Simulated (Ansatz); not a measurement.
`CSC(F)[SiH3]` + `CB(C)O` → `CB(C)O[SiH3]` + `CSCF`  (ligand exchange at the Si–C bond)

Gas-phase electronic energies from Ansatz, PBE0-D4/def2-TZVP geometries. CCSD(T)/CBS is the MP2 limit (def2-TZVPP, def2-QZVPP) plus CCSD(T) − MP2 in def2-TZVPP, frozen cores. DFT in def2-TZVPP. B3LYP here is the variant with VWN-RPA as its local correlation; programs differ in this. One conformer a species, not always the lowest.

```csv
level,ΔE (kJ/mol),difference from CCSD(T)/CBS
PBE-D4,-82.2,16.8
r2SCAN-D4,-95.8,3.2
PBE0-D4,-90.7,8.3
B3LYP-D4,-100.1,-1.1
ωB97X-V,-98.2,0.8
ωB97M-V,-96.8,2.2
B2PLYP,-102.1,-3.1
PBE,-82.3,16.7
r2SCAN,-95.7,3.3
PBE0,-90.8,8.2
B3LYP,-100.5,-1.5
HF/def2-TZVPP,-125.1,-26.1
MP2/def2-TZVPP,-101.5,-2.5
SCS-MP2/def2-TZVPP,-105.8,-6.8
CCSD/def2-TZVPP,-103.7,-4.7
CCSD(T)/def2-TZVPP,-99.8,-0.8
HF/def2-QZVPP,-126.9,-27.9
MP2/def2-QZVPP,-101.7,-2.7
SCS-MP2/def2-QZVPP,-105.9,-6.9
HF/CBS(def2),-127.1,-28.1
MP2/CBS(def2),-100.8,-1.8
CCSD/CBS(def2),-102.9,-3.9
CCSD(T)/CBS,-99.0,0
```

Largest T1 diagnostic among the species: 0.012.

In def2-TZVPP, CCSD(T) changes the Hartree–Fock value by +25.3 kJ/mol (the triples alone add +3.9 kJ/mol) and MP2 by +23.6 kJ/mol. From PBE to PBE0 (25 % exact exchange), in def2-TZVPP and without D4, ΔE moves by −8.5 kJ/mol.
